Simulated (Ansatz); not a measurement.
Computed with Ansatz on PBE0-D4/def2-TZVP structures; ΔE is electronic, products minus reactants. CCSD(T)/CBS is the MP2 limit (def2-TZVPP, def2-QZVPP) plus CCSD(T) − MP2 in def2-TZVPP, frozen cores. This one scheme is used for every species. DFT in def2-TZVPP. Each species was taken in one conformer, which may not be the lowest.

Consider the substitution at a C–Si bond: `C[SiH2][SiH](F)F` + `N[Si]O` → `CO[Si]N` + `F[SiH](F)[SiH3]`.

```
             level  ΔE (eV)
        r2SCAN0-D4     0.93
          BHLYP-D4     0.87
      CAM-B3LYP-D4     0.86
              BLYP     0.83
           r2SCANh     0.92
             BHLYP     0.85
       HF/def2-SVP     0.67
CCSD(T)/def2-TZVPP     0.90
```

Task: What does CCSD(T)/CBS give? (An estimate is asked.)

Result: The calculation gave: +0.94 eV. The listed levels differ from it by -0.01, -0.07, -0.08, -0.11, -0.02, -0.09, -0.27, -0.04 eV.

Task: What do rigid-rotor, harmonic-oscillator terms from PBE0-D4/def2-TZVP frequencies (298.15 K, 1 bar) make of the CCSD(T)/CBS value? (Estimate.)

Result: Computed: ΔZPE = -0.01 eV, ΔH = +0.92 eV, ΔS = -1 J/(mol·K), ΔG = +0.93 eV. Modes under 50 cm⁻¹ make the entropy rough.

Largest T1 diagnostic among the species: 0.014.

Leaving LDA and LC-ωPBE aside and taking each functional with its dispersion term where it has one, the values, not all of them listed here, spread over 0.09 eV, from BLYP-D4 to PBE-QIDH. In def2-TZVPP, CCSD(T) changes the Hartree–Fock value by +0.12 eV (the triples alone add +0.00 eV) and MP2 by +0.19 eV. At CCSD(T), def2-SVP lies −0.25 eV from the extrapolated value and def2-TZVPP −0.04 eV.
